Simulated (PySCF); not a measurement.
1-(methoxymethyl)-4-methylbenzene, C9H12O.
Cartesian coordinates in Å at the PBE0-D3(BJ)/def2-SVP level; atoms count from 1:
```
atom  x, y, z in Å
C1     3.2574   -1.0936    0.1952
O2     3.0481    0.2526   -0.1156
C3     2.0398    0.4594   -1.0618
C4     0.6482    0.1806   -0.5442
C5     0.3112    0.5039    0.7738
C6    -0.9767    0.2851    1.2515
C7    -1.9729   -0.2593    0.4307
C8    -3.3532   -0.5217    0.9598
C9    -1.6295   -0.5790   -0.8869
C10   -0.3374   -0.3695   -1.3648
H11    4.0688   -1.1428    0.9346
H12    2.3572   -1.5711    0.6259
H13    3.5593   -1.6760   -0.6981
H14    2.1176    1.5197   -1.3559
H15    2.2212   -0.1437   -1.9752
H16    1.0799    0.9263    1.4261
H17   -1.2187    0.5464    2.2859
H18   -3.4108   -1.5134    1.4395
H19   -3.6430    0.2223    1.7163
H20   -4.1039   -0.5033    0.1564
H21   -2.3866   -1.0070   -1.5503
H22   -0.0927   -0.6386   -2.3969
```

Computed, not measured: PySCF, PBE0-D3(BJ)/def2-SVP geometry optimisation, gas phase.

Take the most abundant isotopes and a rigid rotor. The values belong to one conformer with, in the numbering `[CH3:1][O:2][CH2:3][c:4]1[cH:5][cH:6][c:7]([CH3:8])[cH:9][cH:10]1`, C1–O2–C3–C4 71°, O2–C3–C4–C5 37°.

(1) Give the principal moments of inertia and the rotational constants in MHz.

(2) What kind of rotor is it?

(3) Is it planar, by Δ = Ic − Ia − Ib?

(4) Give the other two planar moments, Paa and Pbb, and the rms extents of the mass along the axes.

(5) List the rotational levels J(Ka,Kc) to J = 2 (K).

(6) Predict some low-J microwave lines.

(7) Estimate the classical rotational partition function at 25 K, 50 K and 298.15 K.

## Answers

(1) Ia = 148.62, Ib = 703.29, Ic = 767.19 u·Å²; 505379 MHz·u·Å²/I gives A = 3400, B = 718.6, C = 658.7 MHz.

(2) A near-prolate asymmetric top. Ray's parameter κ = (2B − A − C)/(A − C) = -0.956; −1 is the prolate and +1 the oblate limit.

(3) Not planar: Δ = Ic − Ia − Ib = -84.72 u·Å². For a rigid frame Δ = −2 Σ m c², so Σ m c² = 42.36 u·Å² lies off the ab plane: 13.24 from hydrogen and 29.12 from heavier atoms. The atom farthest from that plane is 1.69 Å away.

(4) Paa = Σ m a² = (Ib + Ic − Ia)/2 = 660.93 and Pbb = Σ m b² = (Ia + Ic − Ib)/2 = 106.26 u·Å². With the mass M = 136.09 u, the rms extents √(P/M) along a, b and c are 2.20, 0.88, 0.56 Å.

(5) Above 0(0,0), as E/k:
J = 1: 1(0,1) 0.066, 1(1,1) 0.195, 1(1,0) 0.198
J = 2: 2(0,2) 0.198, 2(1,2) 0.324, 2(1,1) 0.333, 2(2,1) 0.719, 2(2,0) 0.719
The levels of one J sum to (2J + 1)J(J + 1)(A + B + C)/3.

(6) The dipole components are |μa| = 0.88 D, |μb| = 0.45 D, |μc| = 0.94 D. Intensities carry the squares of the components, which stand as 0.88 : 0.23 : 1.00 (a : b : c). Some lines, for components of 0.1 D or more:

| type | branch | J(Ka,Kc) | MHz | lower level (cm⁻¹) |
| --- | --- | --- | --- | --- |
| c | Q | 2(1,2) ← 2(0,2) | 2623 | 0.138 |
| a | R | 2(0,2) ← 1(0,1) | 2754 | 0.046 |
| b | Q | 3(1,2) ← 3(0,3) | 2896 | 0.275 |
| a | R | 3(1,3) ← 2(1,2) | 4042 | 0.225 |
| b | R | 1(1,1) ← 0(0,0) | 4059 | 0.000 |
| c | R | 1(1,0) ← 0(0,0) | 4119 | 0.000 |
| a | R | 3(2,2) ← 2(2,1) | 4132 | 0.500 |
| a | R | 3(2,1) ← 2(2,0) | 4136 | 0.500 |
| a | R | 3(1,2) ← 2(1,1) | 4221 | 0.231 |
| b | R | 2(1,2) ← 1(0,1) | 5377 | 0.046 |
| c | R | 2(1,1) ← 1(0,1) | 5556 | 0.046 |
| b | R | 3(1,3) ← 2(0,2) | 6665 | 0.138 |
| c | R | 3(1,2) ← 2(0,2) | 7024 | 0.138 |
| c | Q | 3(2,2) ← 3(1,2) | 7956 | 0.372 |
| b | Q | 3(2,1) ← 3(1,2) | 7961 | 0.372 |
| b | Q | 2(2,1) ← 2(1,2) | 8225 | 0.225 |
| b | R | 2(2,1) ← 1(1,0) | 10860 | 0.137 |
| c | R | 2(2,0) ← 1(1,0) | 10861 | 0.137 |
| c | R | 2(2,1) ← 1(1,1) | 10920 | 0.135 |
| b | R | 2(2,0) ← 1(1,1) | 10921 | 0.135 |
| b | R | 3(2,2) ← 2(1,1) | 12178 | 0.231 |
| c | R | 3(2,1) ← 2(1,1) | 12183 | 0.231 |
| b | Q | 3(3,1) ← 3(2,2) | 13560 | 0.637 |
| b | R | 3(3,1) ← 2(2,0) | 17691 | 0.500 |
| c | R | 3(3,0) ← 2(2,0) | 17691 | 0.500 |
| b | R | 3(3,0) ← 2(2,1) | 17692 | 0.500 |

(7) Point group C1, symmetry number σ = 1; q = (√π/σ)·√((kT/h)³/(ABC)), k/h = 20836.6 MHz/K: 16600 at 25 K, 47000 at 50 K, 684000 at 298.15 K.

Stationary, but not proved a minimum. Zero-point vibration and centrifugal distortion are left out. A rigid rotor knows nothing of internal rotation, which can split or shift real lines.
